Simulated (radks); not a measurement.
Problem. The mean radii <r> (bohr) of the occupied orbitals of an atom or ion are listed with their occupations. Method: scalar-relativistic Kohn-Sham, r2SCAN, spin-polarised, spherical densities, finite nucleus; meta-GGA in the generalised Kohn-Sham scheme; Fermi nuclear charge, rms radius of each element as measured or else 0.836 A^(1/3) + 0.57 fm; computed with a radial shooting solver on a logarithmic mesh with Libxc functionals.

orbital  occ.      <r>
1s up       1  0.03040
1s down     1  0.03040
2s up       1   0.1316
2s down     1   0.1316
2p up       3   0.1149
2p down     3   0.1149
3s up       1   0.3572
3s down     1   0.3573
3p up       3   0.3562
3p down     3   0.3562
3d up       5   0.3342
3d down     5   0.3341
4s up       1   0.8646
4s down     1   0.8671
4p up       3   0.9301
4p down     1   0.9351
4d up       5    1.106
4d down     4    1.122
4f up       2    2.924

Name the element and its charge. Open shells, if any, are filled with parallel spins first.

Solution. Z = 48, cadmium, charge +3: Cd3+ in [Ar] 3d10 4s2 4p4 4d9 4f2. The 1s radius gives Z: for a bare nucleus <r> = (2 gamma + 1)/(2Z) with gamma = sqrt(1 - (Z/c)^2), 0.02993 bohr for Z = 48, and screening makes it slightly larger (0.03040 here). The occupations add up to 45, and the charge is Z minus that.
